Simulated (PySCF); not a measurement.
## Structure elucidation problem

An unknown has the formula C$_{8}$H$_{10}$Si$_{2}$. Its calculated NMR data are:

¹H NMR (400 MHz, computed): δ 7.84 (d, 2H), 7.52 (m, 1H), 7.52 (m, 2H), 4.95 (s, 2H), 4.27 (s, 3H).

¹³C{¹H} NMR (computed): δ 141.1 (CH, 2C), 135.9 (CH), 133.7 (CH, 2C), 132.6 (C), 118.5 (C), 114.4 (C).

[PySCF: shielding tensors at PBE0/pcSseg-1 (GIAO); coordinates at the PBE0-D3(BJ)/def2-SVP level; non-relativistic; single conformer; equivalent nuclei averaged; gas phase]

Scale: ¹H, ¹³C vs TMS (reference shieldings calculated alike).

Q: What is the structure?

A: 
The formula gives 6 degrees of unsaturation (1 ring in the answer). 6 carbon signals for 8 carbons: some carbons are equivalent by symmetry or fast rotation. Carbon types of the structure: 3 × C, 5 × CH, leaving 5 H on heteroatoms. δC 141.1, 135.9, 133.7: aromatic CH. δC 132.6: substituted aromatic carbon. δC 118.5, 114.4: alkyne carbon. δH 7.84, 7.52, 7.52: hydrogen on an aromatic CH; the ring current deshields protons in the ring plane. δH 4.95: hydrogen on a silicon bonded to 2 C. δH 4.27: hydrogen on a silicon bonded to C.

These data were computed for `C1([SiH2]C#C[SiH3])=CC=CC=C1`.

This is the structure that produced the data.

Shifts are as computed. Against solution values, carbons near 30 ppm lie about +2 ppm off and those near 130 ppm about +5 ppm. Of 1211 compounds with measured shifts, 218 miss one by over three times the rms of a fit or turn the order of signals round; such compounds aren't used in these exercises. No couplings were computed; multiplicities are counted from neighbouring protons, with m where these are inequivalent, close in shift, in a saturated or five-membered ring or joined by F or P, and br s for small geminal =CH2 splittings.
